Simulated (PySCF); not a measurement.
# Reading the logs of faulty runs: H7NOSi2

Calculated results; nothing here was measured. The program is PySCF 2.14.0, an open-source quantum chemistry code, run on an isolated molecule that a program drew, which may never have been made. The molecule is H7NOSi2 (charge 0, singlet), drawn as the SMILES string `O[SiH2]N[SiH3]`.

Each row is a Hartree-Fock (HF) and frozen-core CCSD(T) single point in the cc-pV(D+d)Z basis, meant for a local HF minimum. Run 1 is clean. Each other run has one planted mistake out of seven kinds, and not every kind appears here: one electron removed, one electron added, multiplicity raised by two, geometry at a saddle point, minimal basis STO-3G, one bond length entered in bohr, all coordinates scaled. The reference is restricted for singlets and unrestricted otherwise, and also for a bond in bohr. Adding or removing an electron swaps singlet and doublet. Electrons count all cores. HOMO and LUMO are orbital energies over both spins, the gradient is its largest component, and the lowest frequency (negative if imaginary) is given only where the gradient is small. Bond lengths are over the 10 bonds as drawn. T1 is the CCSD diagnostic: over 0.02 (restricted) or 0.045 (unrestricted) a single reference is doubtful.

Geometry of the clean run:
```xyz
11
H7NOSi2, angstrom
O     1.3358    0.0725    0.4359
Si    0.6227   -1.2273    1.1568
N    -1.0470   -0.9827    1.5176
Si   -2.3986   -0.7942    0.4462
H     1.3109    0.9095    0.8745
H     1.2723   -1.5341    2.4497
H     0.8092   -2.3134    0.1840
H    -1.2574   -0.9144    2.4987
H    -1.9340   -1.1150   -0.9199
H    -2.9390    0.5865    0.4601
H    -3.5031   -1.7050    0.8280
```

| run | electrons | basis functions | <S^2> | HOMO (eV) | LUMO (eV) | gradient (hartree/bohr) | lowest frequency (cm^-1) | mean bond (Å) | longest bond (Å) | T1 | HF (hartree) | CCSD(T) (hartree) | mistake |
|---|---|---|---|---|---|---|---|---|---|---|---|---|---|
| 1 | 50 | 109 | 0.000 | -10.98 | 3.94 | 8.1e-06 | 58 | 1.4452 | 1.735 | 0.0114 | -711.36345 | -711.98882 | no fault |
| 2 | 49 | 109 | 0.762 | -17.66 | -6.82 | 1.1e-01 | - | 1.4452 | 1.735 | 0.0277 | -711.04027 | -711.63311 | one electron removed |
| 3 | 50 | 109 | 0.812 | -11.07 | 2.01 | 2.6e-02 | - | 1.5293 | 1.786 | 0.0554 | -711.22687 | -711.84116 | one bond length entered in bohr |
| 4 | 51 | 109 | 0.757 | 3.17 | 8.63 | 3.9e-02 | - | 1.4452 | 1.735 | 0.0230 | -711.23179 | -711.88444 | one electron added |
| 5 | 50 | 109 | 2.010 | -2.76 | -0.76 | 7.5e-02 | - | 1.4452 | 1.735 | 0.0286 | -711.12602 | -711.74235 | multiplicity raised by two |
| 6 | 50 | 35 | 0.000 | -7.79 | 12.53 | 4.0e-02 | - | 1.4452 | 1.735 | 0.0091 | -702.90792 | -703.11502 | ? |

**Which mistake was planted in run 6, and what did it cost?**

It has 35 basis functions where the clean run has 109, with the same electrons and geometry. So the mistake is: minimal basis STO-3G. Subtracting run 1 and multiplying by 627.51 kcal/mol a hartree, the energy moved by 5305.9 kcal/mol in HF and 5568.4 kcal/mol in CCSD(T).

Cautions from the logs. Run 3: T1 is over the limit, so its CCSD(T) energy is less reliable; run 4: the HOMO is above zero, so the electron isn't bound and the energy depends on the basis.
